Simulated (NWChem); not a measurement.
System: BeF$_{2}$; SMILES [F][Be][F]

All runs: NWChem. Coordinates come from a PBE0/def2-SVP optimisation.

Diagonal of the polarisability tensor at PBE0/def2-SVPD, static: 12.00, 12.00, 15.84 bohr³.

Task: Find the mean polarisability volume, the molar refraction, and the refractive index that an ideal gas of it would have at 273.15 K and 1 atm.

Result: 
1. Mean: one third of the trace = 13.28 bohr³ × 0.14818 Å³/bohr³ = 1.97 Å³.
2. Molar refraction (Lorentz-Lorenz): (4π/3) N_A α = 5.0 cm³/mol.
3. Number density p/kT = 2.687 × 10⁻⁵ Å⁻³; n − 1 = 2π N α = 3.32 × 10⁻⁴.
4. These hold the electronic response alone: vibrational and orientational terms add to the static dielectric constant.
